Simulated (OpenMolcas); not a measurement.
**V4+: moving the ligands**

V4+ with 4 ligands (chloride) in tetrahedral coordination (Td) at 2.21 Å. Ligand basis ANO-RCC-VDZP.

```
Program             : OpenMolcas
Method              : SS-CASPT2, IPEA 0.25 Eh, imaginary shift 0.1 Eh (closed shells correlated: 3s 3p and the ligand valence shells)
Basis               : ANO-RCC-VTZP [6s5p3d2f1g]
Scalar Hamiltonian  : DKH2, point nucleus
Active space        : 1 electron in 5 orbitals (3d)
State averaging     : 2S+1 = 2 even, 5 roots
Spin-orbit coupling : RASSI with atomic mean-field integrals over the reference wave functions
```

Runs around this geometry, states (labels of Td). Energies in cm-1 above the lowest state or level, χT in cm3 K/mol; 10Dq is the gap between the two states; 10Dq is negative for this site.

```csv
R (Å),Ground state,First state of that spin,10Dq,First gap with spin-orbit (degeneracies),χT at 300 K
2.09,2E,2T2 10360,-10361,"10350 (4, 4)",0.375
2.21,2E,2T2 9300,-9302,"9280 (4, 4)",0.375
2.33,2E,2T2 8670,-8667,"8640 (4, 4)",0.375
```

Taking |10Dq| as R^-n, n = -ln(8667 / 10361) / ln(2.33 / 2.09) = 1.6 between the shortest and longest distance. The point-charge formula for a cubic d site gives n = 5.

Roots that are degenerate in the reference are averaged as groups; the widest CASPT2 spread within a group is 28 cm-1 (the 3-fold group of multiplicity 2 near 8670 cm-1 above the lowest state of its run, R = 2.33). Shifts and gaps below about the spread of the groups concerned are not significant. Over all roots computed the reference weight is 0.69 in R = 2.09, 0.68 to 0.69 in R = 2.21, 0.67 to 0.68 in R = 2.33; a low but even weight reflects the number of correlated electrons. An orbital doublet at a regular site is open to a Jahn-Teller distortion, which this geometry leaves out. Ligand-to-metal charge-transfer states are missing. With one d shell and no ligand orbital active, 10Dq can be off by a tenth or more. The least metal-like active orbital is 76 % on the metal (Löwdin) and no ligand orbital is active, so the numbers are rough (holds for R = 2.09). The least metal-like active orbital is 79 % on the metal (Löwdin) and no ligand orbital is active, so the numbers are rough (holds for R = 2.21). The least metal-like active orbital is 80 % on the metal (Löwdin) and no ligand orbital is active, so the numbers are rough (holds for R = 2.33). No measured value stands beside these numbers; the geometry was imposed, not optimised, and the real ion may take another.
